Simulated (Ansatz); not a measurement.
System: sum formula Si₂H₄F, net charge 0, doublet state. It need not be the lowest isomer of its formula. SMILES: F[SiH2][SiH2]
Structure (B3LYP-D3(BJ)/def2-TZVP (Ansatz, a first-principles code) minimum search):
```xyz
7

F     -1.5224    -0.8332    -0.5339
Si    -0.7300     0.2729     0.3301
Si     1.5482     0.1217    -0.1507
H     -1.2308     1.6104    -0.0595
H     -1.0562     0.0132     1.7525
H      2.2801     1.3812     0.1368
H      2.2545    -1.0301     0.4641
```
Charge 0, spin multiplicity 2.

Property: atomisation energy (electronic, to ground-state atoms), in kJ/mol. Valence correlation only, unless marked. UHF or UKS for open shells. No spin-orbit coupling. Non-relativistic. The coupled-cluster limit lacks core correlation, which all-electron functionals hold. Basis-set limits of correlation are two-point, X^-3; Hartree-Fock from the larger set.

```csv
level,program,atomisation energy (kJ/mol)
PBE0/STO-3G,Ansatz,2557.1
SCS-MP2/6-31G,Ansatz,1561.4
SCS-MP2/aug-cc-pV(T+d)Z,Ansatz,2053.7
CCSD/aug-cc-pV(D+d)Z,Ansatz,___
CCSD(T) with core electrons (1s frozen past Ne)/cc-pwCVTZ,Ansatz,2026.0
"CCSD(T)/CBS(aug-cc-pV(T+d)Z,aug-cc-pV(Q+d)Z)",Ansatz,___
```

Fill in the missing entries.


- CCSD/aug-cc-pV(D+d)Z, atomisation energy (kJ/mol): 1916.7
- CCSD(T)/CBS(aug-cc-pV(T+d)Z,aug-cc-pV(Q+d)Z), atomisation energy (kJ/mol): 2091.4
